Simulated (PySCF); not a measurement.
Compound: C6H14P2.
Bonds: P1–P2, P2–C3, C3–C4, C4–C5, C5–C6, C6–C7, C7–C8, P2–C8. Hydrogens: H9, H10 on P1; H11, H12 on C3; H13, H14 on C4; H15, H16 on C5; H17, H18 on C6; H19, H20 on C7; H21, H22 on C8.

The same species was optimised twice, with GFN2-xTB and with PBE0-D3(BJ)/def2-SVP (PySCF), and the same property calculations (PySCF, gas phase) were run on both structures.

```json
{"coordinate": "P1–P2 (Å)", "GFN2-xTB": "2.175", "PBE0-D3(BJ)/def2-SVP": "2.235", "change": "+0.060"}
{"coordinate": "P2–C3 (Å)", "GFN2-xTB": "1.868", "PBE0-D3(BJ)/def2-SVP": "1.870", "change": "+0.002"}
{"coordinate": "C7–C8 (Å)", "GFN2-xTB": "1.528", "PBE0-D3(BJ)/def2-SVP": "1.530", "change": "+0.002"}
{"coordinate": "P2–C8 (Å)", "GFN2-xTB": "1.867", "PBE0-D3(BJ)/def2-SVP": "1.869", "change": "+0.002"}
{"coordinate": "C3–C4 (Å)", "GFN2-xTB": "1.525", "PBE0-D3(BJ)/def2-SVP": "1.526", "change": "+0.001"}
{"coordinate": "C6–C7 (Å)", "GFN2-xTB": "1.528", "PBE0-D3(BJ)/def2-SVP": "1.530", "change": "+0.002"}
{"coordinate": "C5–C6 (Å)", "GFN2-xTB": "1.534", "PBE0-D3(BJ)/def2-SVP": "1.534", "change": "0.000"}
{"coordinate": "C4–C5 (Å)", "GFN2-xTB": "1.530", "PBE0-D3(BJ)/def2-SVP": "1.529", "change": "-0.001"}
{"coordinate": "C6–C7–C8 (°)", "GFN2-xTB": "113.8", "PBE0-D3(BJ)/def2-SVP": "115.9", "change": "+2.1"}
{"coordinate": "C3–C4–C5 (°)", "GFN2-xTB": "114.4", "PBE0-D3(BJ)/def2-SVP": "116.4", "change": "+2.0"}
{"coordinate": "C5–C6–C7 (°)", "GFN2-xTB": "114.9", "PBE0-D3(BJ)/def2-SVP": "116.6", "change": "+1.7"}
{"coordinate": "C4–C5–C6 (°)", "GFN2-xTB": "113.2", "PBE0-D3(BJ)/def2-SVP": "114.7", "change": "+1.5"}
{"coordinate": "P2–C3–C4 (°)", "GFN2-xTB": "114.2", "PBE0-D3(BJ)/def2-SVP": "114.7", "change": "+0.5"}
{"coordinate": "P2–C8–C7 (°)", "GFN2-xTB": "112.8", "PBE0-D3(BJ)/def2-SVP": "113.3", "change": "+0.5"}
{"coordinate": "P1–P2–C3 (°)", "GFN2-xTB": "96.0", "PBE0-D3(BJ)/def2-SVP": "95.7", "change": "-0.3"}
{"coordinate": "P1–P2–C8 (°)", "GFN2-xTB": "96.2", "PBE0-D3(BJ)/def2-SVP": "95.9", "change": "-0.3"}
```

Rotational constants: A = 2451, B = 982.3, C = 779.5 MHz (GFN2-xTB) against A = 2435, B = 948.6, C = 757.3 MHz (PBE0-D3(BJ)/def2-SVP). Point groups within 0.08 Å: C1 and C1.

On the GFN2-xTB structure: HOMO (eV) -6.22 [PBE0/pcSseg-1]; LUMO (eV) 0.29 [PBE0/pcSseg-1]; dipole (D) 1.04 [PBE0/pcSseg-1]; GIAO shielding of P1 (ppm) 526.3 [PBE0/pcSseg-1]; GIAO shielding of P2 (ppm) 406.6 [PBE0/pcSseg-1]; GIAO shielding of C3/C8 (mean) (ppm) 149.3 [PBE0/pcSseg-1]; GIAO shielding of C4/C7 (mean) (ppm) 154.8 [PBE0/pcSseg-1]; GIAO shielding of C5/C6 (mean) (ppm) 156.7 [PBE0/pcSseg-1].

Problem. What do these properties become on the PBE0-D3(BJ)/def2-SVP structure?

Solution. 
```csv
property,level,on GFN2-xTB,on PBE0-D3(BJ)/def2-SVP,change
HOMO (eV),PBE0/pcSseg-1,-6.22,-6.27,-0.05
LUMO (eV),PBE0/pcSseg-1,0.29,0.06,-0.23
dipole (D),PBE0/pcSseg-1,1.04,1.11,+0.07
"energy, GFN2-xTB geometry as zero (kcal/mol)",PBE0/pcSseg-1,0.0,-2.2,-2.2
GIAO shielding of P1 (ppm),PBE0/pcSseg-1,526.3,497.5,-28.8
GIAO shielding of P2 (ppm),PBE0/pcSseg-1,406.6,385.7,-20.9
GIAO shielding of C3/C8 (mean) (ppm),PBE0/pcSseg-1,149.3,148.7,-0.6
GIAO shielding of C4/C7 (mean) (ppm),PBE0/pcSseg-1,154.8,153.5,-1.3
GIAO shielding of C5/C6 (mean) (ppm),PBE0/pcSseg-1,156.7,155.5,-1.2
```

The heavy atoms differ by 0.044 Å rms after alignment. Among bonds between heavy atoms P1–P2 changes most (+0.060 Å). Changes are differences of the printed values. Neither structure is proved a minimum here.
